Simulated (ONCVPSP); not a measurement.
Scattering properties, ONCV potential for Ru (Z = 44)

- Element: ruthenium
- Generator: ONCVPSP 4.0.1
- Type: optimised norm-conserving Vanderbilt (ONCV)
- Functional: BLYP
- Relativity: scalar-relativistic
- Frozen core: [Ar] 3d10
- Valence charge: 16
- Reference configuration: 4s2 4p6 4d7 5s1
- Partial waves: 4s+5s: rc 1.55 bohr, ncon 4, nbas 8, qcut 8.2 1/bohr, 3 projectors, debl 3.2 Ha; 4p: rc 1.75 bohr, ncon 4, nbas 7, qcut 8 1/bohr, 2 projectors, debl 0.4 Ha; 4d: rc 1.65 bohr, ncon 4, nbas 9, qcut 7.9 1/bohr, 2 projectors, debl 0.4 Ha
- Local potential: polynomial inside 1.50 bohr (lpopt 5, dvloc0 0 Ha)
- Core correction: Teter function, fcfact 3.25, rcfact 1.45

In the p channel the program set the typed energies aside and used -1.701, 0.250 Ha.

The phase is arctan(r·R′/R) of the radial function R(r), unwrapped; energies in Ha, scanned from -4 to 5 Ha. A pole is an energy at which the radial function vanishes at the test radius. The pseudo phase is shifted by a multiple of π to meet the all-electron one at the reference energy, and phase errors are pseudo minus all-electron; the curves can meet again beyond the range given. Levels narrower than the energy grid can be missing from the lists of poles.

```
channel  radius (bohr)  reference energy (Ha)  poles, all-electron  poles, pseudo  unbroken range about the reference energy with phases within 0.05 rad  phase error 1 Ha above the reference energy (rad)
      s           1.57                  -0.16                -2.16          -2.16                                                        the whole range                                             +0.000
      p           1.77                  -1.70                -1.24          -1.24                                                        the whole range                                             +0.000
      d           1.67                  -0.19                 1.09           1.09                                                        the whole range                                             -0.000
```

Phases in the d channel:

```tsv
E (Ha)	all-electron	pseudo
-3.98	1.280	1.280
-3.50	1.250	1.250
-3.02	1.209	1.209
-2.54	1.149	1.149
-2.06	1.053	1.053
-1.58	0.872	0.872
-1.10	0.452	0.452
-0.62	-0.443	-0.443
-0.14	-1.102	-1.102
0.34	-1.374	-1.374
0.82	-1.515	-1.515
1.30	-1.609	-1.609
1.78	-1.689	-1.689
2.26	-1.772	-1.772
2.74	-1.878	-1.879
3.22	-2.047	-2.049
3.70	-2.390	-2.396
4.18	-3.139	-3.154
4.66	-3.892	-3.904
```
